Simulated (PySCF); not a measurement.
# Dipole moment and polarisability of `CC(=O)c1ccpcp1`

C6H6OP2.
Structure used (GFN2-xTB), in Å, numbered top down from 1:
```xyz
15
C6H6OP2 angstrom
C     -2.4912   -0.1492   -0.3045
C     -1.3912    0.8782   -0.2749
O     -1.6245    2.0716   -0.2839
C      0.0146    0.4385   -0.2347
C      0.3958   -0.8984   -0.2348
C      1.6811   -1.3912   -0.1975
P      3.1732   -0.5008   -0.1414
C      2.6317    1.1403   -0.1452
P      1.0557    1.8547   -0.1904
H     -3.4523    0.3582   -0.3233
H     -2.3969   -0.7730   -1.1914
H     -2.4367   -0.7837    0.5780
H     -0.3993   -1.6348   -0.2666
H      1.7962   -2.4691   -0.2041
H      3.4394    1.8666   -0.1129
```

Level: PBE0/def2-SVPD (PySCF), static field, nuclei fixed, core orbitals frozen in the response. The polarisability tensor in these axes (au):

```
x   163.60 -11.36   2.73
y   -11.36 132.54   0.06
z     2.73   0.06  73.45
```

Q: Give the principal values, the mean and the anisotropy Δα = √{½[(α1 − α2)² + (α2 − α3)² + (α1 − α3)²]}.

A: Principal values 73.37, 128.84 and 167.38 au; mean 123.20 au = 18.26 Å³ = 20.31 × 10⁻⁴⁰ C²·m²/J; Δα = 81.86 au (66 % of the mean).

Q: What is the dipole moment, and where does it point?

A: (-0.14, -3.35, -0.01) D, 3.35 D in size, pointing from the negative to the positive side. Measured along this direction, the outermost atoms are H15, O3 and P9 at the negative end and H14 at the positive end.

Q: Find the Langevin capture rate constant for H3+ (3.023 u) meeting this molecule (155.989 u), k = 2.342 × 10⁻⁹ cm³/s × √(α in Å³ / reduced mass in u).

A: The reduced mass is 2.97 u, so k = 5.81 × 10⁻⁹ cm³/s. The formula leaves out the permanent dipole, which adds to the capture rate.

Q: Traceless (Buckingham) quadrupole moment about the centre of nuclear charge: eigenvalues?

A: -14.95, 0.25, 14.70 D·Å. The values depend on the origin, since the dipole doesn't vanish. The electronic extent ⟨r²⟩ about the same centre is 1663 bohr², a root-mean-square distance of 2.41 Å for the 80 electrons.

Q: Refractivity n − 1 of an ideal gas of it at 500 K and 1 atm, from the electronic α?

A: N = p/kT = 1.4678 × 10¹⁹ cm⁻³, so n − 1 = 2π × N × 18.26 × 10⁻²⁴ cm³ = 1684 × 10⁻⁶ at long wavelengths, for an ideal gas.

Q: In a dilute gas of rigid molecules at 273 K, how does the orientational term μ²/3kT compare with the electronic polarisability?

A: In Gaussian units μ²/3kT = 99.33 Å³ against 18.26 Å³, a ratio of 5.44; the Debye molar polarisation (4π/3)N_A(α + μ²/3kT) is 296.6 cm³/mol, leaving out the vibrational part.

Q: Rayleigh depolarisation ratio (linearly polarised light, static tensor)?

A: ρ = 3Δα²/(45ᾱ² + 4Δα²) = 20101.5/(682984 + 26802.1) = 0.0283.

One conformer (not necessarily the lowest) at the GFN2-xTB geometry, without solvent, vibrations or thermal averaging.
